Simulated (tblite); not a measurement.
C3H13PSi3.
Numbering: `[SiH3:1][Si@H:2]([SiH2:3][PH2:4])[CH:5]1[CH2:6][CH2:7]1` (hydrogens: H8, H9, H10 on Si1; H11 on Si2; H12, H13 on Si3; H14, H15 on P4; H16 on C5; H17, H18 on C6; H19, H20 on C7)

The geometry is computed with GFN2-xTB (gas phase).

Q: List the bond lengths, angles and torsions at this level.

A: 
```tsv
bond	length (pm)
Si1–Si2	233.6
Si2–Si3	233.9
Si3–P4	224.0
Si2–C5	189.2
C5–C6	150.2
C6–C7	149.2
C5–C7	150.2
Si1–H8, Si1–H9, Si1–H10	146.6
Si2–H11	148.4
Si3–H12	147.0
Si3–H13	147.1
P4–H14, P4–H15	138.1
C5–H16	108.4
C6–H17	108.0
C6–H18	108.0
C7–H19	108.0
C7–H20	108.0
```

Bonds in one row agree within 1 pm and their mean is given. A selection of angles:
```tsv
angle	degrees
Si2–Si1–H8	110.9
Si2–Si1–H9	114.0
H8–Si1–H9	106.8
H8–Si1–H10	106.4
Si1–Si2–Si3	115.1
Si1–Si2–C5	111.0
Si1–Si2–H11	108.8
Si3–Si2–C5	108.3
Si3–Si2–H11	108.7
C5–Si2–H11	104.4
Si2–Si3–P4	112.0
Si2–Si3–H12	118.2
Si2–Si3–H13	112.6
P4–Si3–H12	103.8
P4–Si3–H13	103.4
H12–Si3–H13	105.4
Si3–P4–H14	95.6
H14–P4–H15	92.1
Si2–C5–C6	119.7
Si2–C5–C7	120.1
Si2–C5–H16	115.8
C6–C5–C7	59.6
C6–C5–H16	115.0
C7–C5–H16	115.0
C5–C6–C7	60.2
C5–C6–H17	118.6
C5–C6–H18	118.1
C7–C6–H17	118.5
C7–C6–H18	118.0
H17–C6–H18	113.4
C6–C7–H19	118.0
C6–C7–H20	118.6
C5–C7–C6	60.2
C5–C7–H19	118.2
C5–C7–H20	118.7
H19–C7–H20	113.4
```

Dihedral angles: Si1–Si2–Si3–P4 54° (synclinal); Si1–Si2–C5–C6 -72° (synclinal); Si2–C5–C6–C7 -110° (anticlinal); Si2–C5–C7–C6 109° (anticlinal).

Si2 (SiH silicon) is distorted tetrahedral (angles from 104.4° to 115.1°). Si1 (SiH3 silicon) is distorted tetrahedral (angles from 106.4° to 114.0°). P4 (three-coordinate phosphorus) is pyramidal (angles 95.6°, 95.0° and 92.1°, sum 282.7°, 0.83 Å off the plane of its three neighbours). The 3-membered ring C5–C6–C7 has internal angles of 59.6° to 60.2°. Si3 (SiH2 silicon) is distorted tetrahedral (angles from 103.4° to 118.2°).

Point group: C1 (no symmetry element, even within 0.4 Å). Its lowest GFN2-xTB frequency is 10 cm⁻¹, too small to tell a flat minimum from a shallow saddle. One conformer, not necessarily the lowest (Si1–Si2–Si3–P4 54°, Si2–Si3–P4–H 43° and -50°, Si1–Si2–C5–C6 -72°). 3 starts were optimised and ended at 0.00, 0.94 and 1.40 kcal/mol (GFN2-xTB); the lowest of these is shown.
